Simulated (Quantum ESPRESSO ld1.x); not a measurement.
Results of a calculation; reference values are marked as such.
Is Ca- bound? Neutral atom [Ar] 4s2, anion [Ar] 3d1 4s2. Non-relativistic spherical Kohn-Sham, ld1.x of Quantum ESPRESSO 7.5; with spin, open shells are filled with parallel spins first. "No" means that the self-consistent cycle ended without a solution in which all occupied levels of the anion are bound.

method                                                                          e(HOMO) neutral (eV)  anion bound  e(HOMO) anion (eV)  EA, Delta-SCF (eV)  <r> HOMO anion (bohr)
LDA (Slater exchange, Perdew-Zunger correlation), spin-polarised                        4s up -3.854           no                   -                   -                      -
LDA (Slater exchange, Perdew-Zunger correlation) + SIC, spin-polarised                  4s up -5.933           no                   -                   -                      -
LDA (Slater exchange, Perdew-Wang correlation) + SIC, spin-polarised                    4s up -5.930           no                   -                   -                      -
LDA (Slater exchange, Perdew-Zunger correlation) + Latter tail, spin-polarised          4s up -4.868           no                   -                   -                      -
PBE, spin-unpolarised                                                                      4s -3.753           no                   -                   -                      -
Slater X-alpha with alpha = 1, spin-unpolarised                                            4s -4.677           no                   -                   -                      -

A bound anion was found by 0 of 6 methods. Tabulated electron affinity: 0.025 eV (CRC Handbook (2014) and Andersen, Phys. Rep. 394, 157 (2004), with later updates, as tabulated in mendeleev). With the Latter tail the total energy is not variational, so no affinity is given for it.

Beside tabulated values, note that spin-unpolarised runs miss the spin-polarisation part of the exchange energy of open shells.
